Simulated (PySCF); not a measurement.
# WCl₃ + 2 H₂O → HWO₂ + 3 HCl

Level: PBE0 in the def2-TZVP basis family, computed in PySCF with density fitting; scalar-relativistic core potentials for atoms from Rb on, none lighter, no spin–orbit coupling; open shells unrestricted.

```csv
species,state and structure,ZPE (kJ/mol),H(298 K) − H(0) (kJ/mol),S° (J/(mol K))
WCl₃,"quartet, D3h, W–Cl 2.249 Å (×3)",9.0,18.2,354.6
H₂O,"singlet, C2v, O–H 0.960 Å (×2); H–O–H 105.1°",56.5,9.9,188.7
HWO₂,"doublet, Cs, W–H 1.734 Å, W–O 1.695 Å (×2); H–W–O 109.2° (×2), O–W–O 110.3°",33.1,12.1,290.6
HCl,"singlet, C∞v, H–Cl 1.279 Å",17.9,8.7,186.6
```

Question: Is the gas-phase reaction uphill or downhill in electronic energy at this level, and by how much?

Answer: At PBE0/def2-TZVP, ΔE = 215.0 kJ/mol, uphill. Hydrolysis steps of this kind drive oxide growth by atomic layer deposition.

Question: Add zero-point, thermal and entropy terms for 298.15 K and 1 bar.

Answer: ΔZPE = -35.2 and Δ[H(298) − H(0)] = 0.2 kJ/mol give ΔH° = 180.0 kJ/mol. ΔS° = 118.4 J/(mol K), so ΔG° = 180.0 − 298.15 × (0.1184) = 145 kJ/mol and log₁₀K = -25.4. ΔG° would change sign near 1520 K if ΔH° and ΔS° stayed fixed.

Spin–orbit coupling can matter for WCl₃, HWO₂ and is left out. Open d or f shells are single determinants, so the state found may not be the ground state. Only the bonding shown was studied: isomers, or loss of a ligand pair, can lie lower.
